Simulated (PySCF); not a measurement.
BeSb⁺: energy against distance

Set-up: PySCF, spin-free X2C with a Gaussian nucleus, basis sets Be x2c-SVPall, Sb x2c-SVPall. Energies in eV from Be + Sb⁺ in their ground configurations at the same level. All curves are PBE0. state 1: ³Σ⁻ (triplet), unpaired electrons π ↑↑; state 2: Ms = 0 determinant of mixed spin (⟨S²⟩ near 1.0), unpaired electrons π ↑↓, a mixture of terms (⟨Lz²⟩ = 2.0), a second solution, started from another occupation; state 3: singlet, one real π or δ orbital doubly filled, a mixture of terms (⟨Lz²⟩ = 2.0), a second solution, started from another occupation; state 4: ³Π (triplet), unpaired electrons σ ↑, π ↑, a second solution, started from another occupation.

```json
{"R (Å)": "2.030", "state 1": "-2.238", "state 2": "-1.967", "state 3": "-1.192", "state 4": "-0.040"}
{"R (Å)": "2.124", "state 1": "-2.568", "state 2": "-2.297", "state 3": "-1.522", "state 4": "-0.607"}
{"R (Å)": "2.218", "state 1": "-2.746", "state 2": "-2.471", "state 3": "-1.690", "state 4": "-0.998"}
{"R (Å)": "2.289", "state 1": "-2.806", "state 2": "-2.527", "state 3": "-1.739", "state 4": "-1.204"}
{"R (Å)": "2.360", "state 1": "-2.822", "state 2": "-2.536", "state 3": "-1.737", "state 4": "-1.351"}
{"R (Å)": "2.431", "state 1": "-2.804", "state 2": "-2.511", "state 3": "-1.698", "state 4": "-1.450"}
{"R (Å)": "2.525", "state 1": "-2.744", "state 2": "-2.437", "state 3": "-1.604", "state 4": "-1.524"}
{"R (Å)": "2.643", "state 1": "-2.633", "state 2": "-2.306", "state 3": "-1.443", "state 4": "-1.548"}
{"R (Å)": "2.785", "state 1": "-2.472", "state 2": "-2.120", "state 3": "-1.220", "state 4": "-1.510"}
{"R (Å)": "2.974", "state 1": "-2.244", "state 2": "-1.859", "state 3": "-0.914", "state 4": "-1.393"}
```

Task: Put a parabola through the three lowest points of the state 1 curve and estimate Re, k and ωe (reduced mass 8.387 u; 1 eV/Å² = 0.16022 mdyn/Å; ωe = 1302.8·√(k/μ) cm⁻¹).

Result: Through R = 2.289, 2.36, 2.431 Å the second-order coefficient is 3.37 eV/Å², so Re ≈ 2.358 Å, k ≈ 1.08 mdyn/Å and ωe ≈ 468 cm⁻¹. A polynomial fit of higher order to the unrounded PBE0 energies gives Re = 2.354 Å, k = 1.09 mdyn/Å, ωe = 470 cm⁻¹; anharmonicity and rounding make the difference.

The higher-order fit for each curve: state 1: Re = 2.354 Å, ωe = 470 cm⁻¹, De = 2.82 eV; state 2: Re = 2.340 Å, ωe = 496 cm⁻¹, minimum 2.54 eV below the ground-state fragments; state 3: Re = 2.321 Å, ωe = 533 cm⁻¹, minimum 1.74 eV below the ground-state fragments; state 4: Re = 2.631 Å, ωe = 356 cm⁻¹, minimum 1.55 eV below the ground-state fragments.

Closed-shell solutions of metal pairs were not tested for spin polarisation, which can lower them a little. ⟨S²⟩ of the unrestricted solution departs from its pure value on part of the curve, where spin states mix. Spin–orbit coupling is left out, which matters for elements this heavy, above all for dissociation energies. For an ion De counts to the pair picked by the measured ionisation energies or electron affinities, which need not be the lowest pair at this level. Counting both spins, an empty level lies below a filled one in some of these solutions, because spin and occupation are held. The state was picked by a PBE0 search and need not be the measured ground state.
